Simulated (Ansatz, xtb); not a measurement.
GaH5N2O: where a starting geometry ends

The starting geometry of this gas-phase singlet was built from a drawn formula by distance geometry; its bonds are those of `NO[NH][GaH2]`.

```xyz
9

Ga    2.1691    1.0364    0.9710
N    -1.3548   -0.4603    0.9584
N     0.7829   -0.2992    0.5053
O    -0.0899   -0.7502    1.3231
H    -1.5821   -0.9519    0.1007
H    -2.0734   -0.7629    1.6440
H     0.9905   -0.9660   -0.3041
H     2.7190    1.7857   -0.3600
H     3.2294    0.7598    2.2052
```

Problem. Where would you expect an optimisation with r2SCAN-D4/def2-SVP to take it?

Solution. It keeps its bonds, and is `NO[NH][GaH2]`.

The energy falls by 1.51 eV over 14 steps:

```
step  E − E(last) (eV)
   1             1.509
   2             0.712
   4             0.206
   5             0.118
   7             0.043
   8             0.006
  10             0.001
  11             0.000
  13             0.000
  14             0.000
```

Final geometry (Å):

| atom | x (Å) | y (Å) | z (Å) |
| --- | --- | --- | --- |
| Ga | 2.0493 | 0.7959 | 0.8798 |
| N | -1.0730 | -0.2964 | 1.0540 |
| N | 1.0537 | -0.5453 | 0.1337 |
| O | 0.0647 | -1.1763 | 0.8747 |
| H | -1.8448 | -0.7948 | 0.5949 |
| H | -1.2651 | -0.3844 | 2.0573 |
| H | 0.8973 | -0.7079 | -0.8626 |
| H | 3.0389 | 1.4976 | -0.0950 |
| H | 1.8698 | 1.0029 | 2.4069 |

From the same start GFN2-xTB ends elsewhere, differing in Ga1–N2 (2.31 against 3.31 Å here).

No frequencies were run, so the end isn't proven a minimum. Run with Ansatz 0.2.0, 30 s on 2 threads of Intel(R) Xeon(R) Platinum 8259CL CPU @ 2.50GHz (Skylake/Cascade Lake) (shared host).
